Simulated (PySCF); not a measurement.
Choosing a molecule for a target property.

Each SMILES stands for a single optimised conformer of the isolated species, non-relativistic unless stated; the electronic structure was computed with PySCF and density fitting.

Dipoles, sizes and rotational constants follow the conformer. The torsions of the flexible species, by atom-mapped SMILES:
- `[CH2:1]=[C:2]([CH3:3])[SiH2:4][C@@:5]([F:6])([Cl:7])[CH2:8][SiH3:9]`: C1–C2–Si4–C5 -105°, C2–Si4–C5–F6 172°, Si4–C5–C8–Si9 68°
- `[O:1]=[P:2]1([c:3]2[cH:4][cH:5][cH:6][o:7]2)[CH2:8][CH2:9][CH2:10]1`: O1–P2–C3–C4 178°
- `[CH3:1][CH2:2][CH2:3][Si@@H:4]([Cl:5])/[C:6]([F:7])=[CH:8]/[SiH3:9]`: C1–C2–C3–Si4 180°, C2–C3–Si4–Cl5 176°, C3–Si4–C6–F7 6°
- `[CH3:1][C:2]([CH3:3])=[CH:4][SiH2:5][Si@@H:6]([F:7])[CH2:8][Cl:9]`: C2–C4–Si5–Si6 -84°, C4–Si5–Si6–F7 -62°, Si5–Si6–C8–Cl9 65°
- `[CH3:1][S:2][c:3]1[cH:4][cH:5][cH:6][p:7][c:8]1[C:9]#[N:10]`: C1–S2–C3–C4 -2°

The conformers of `FC[C@@H]1CCCC[C@@H](F)C1` aren't listed.

Question: Wanted: smallest rotational constant below 0.44 GHz (GFN2-xTB) and dipole moment below 1.6 D (PBE0/pcSseg-1), at GFN2-xTB geometries. Which candidate meets both?
A. `O=P1(c2ccco2)CCC1`
B. `C=C(C)[SiH2][C@@](F)(Cl)C[SiH3]`
C. `[C-]#[N+]C#CC#C`
D. `CCC[Si@@H](Cl)/C(F)=C/[SiH3]`
E. `CC(C)=C[SiH2][Si@@H](F)CCl`

Answer: D. Computed values:
```
                        species  smallest rotational constant  dipole moment
   CCC[Si@@H](Cl)/C(F)=C/[SiH3]                     0.382 GHz         1.29 D
     CC(C)=C[SiH2][Si@@H](F)CCl                     0.491 GHz         1.90 D
C=C(C)[SiH2][C@@](F)(Cl)C[SiH3]                     0.575 GHz         2.55 D
              O=P1(c2ccco2)CCC1                     0.724 GHz         4.64 D
                [C-]#[N+]C#CC#C                     1.420 GHz         3.12 D
```

Question: Wanted: HOMO energy between -8.3 eV and -7.4 eV (PBE0/pcSseg-1) and HOMO–LUMO gap above 6 eV (PBE0/pcSseg-1), at GFN2-xTB geometries. Which candidate meets both?
A. `[SiH2]([C@](F)(C[SiH3])Cl)C(C)=C`
B. `[C-]#[N+]C#CC#C`
C. `O=P1(c2ccco2)CCC1`
D. `CSC1=CC=CP=C1C#N`
E. `C1C[C@H](C[C@H](CF)CC1)F`

Answer: A. Computed values:
```
                         species  HOMO energy  HOMO–LUMO gap
        C1C[C@H](C[C@H](CF)CC1)F     -8.58 eV        9.91 eV
                 [C-]#[N+]C#CC#C     -7.97 eV        5.84 eV
[SiH2]([C@](F)(C[SiH3])Cl)C(C)=C     -7.74 eV        7.14 eV
               O=P1(c2ccco2)CCC1     -7.06 eV        6.47 eV
                CSC1=CC=CP=C1C#N     -6.86 eV        4.45 eV
```
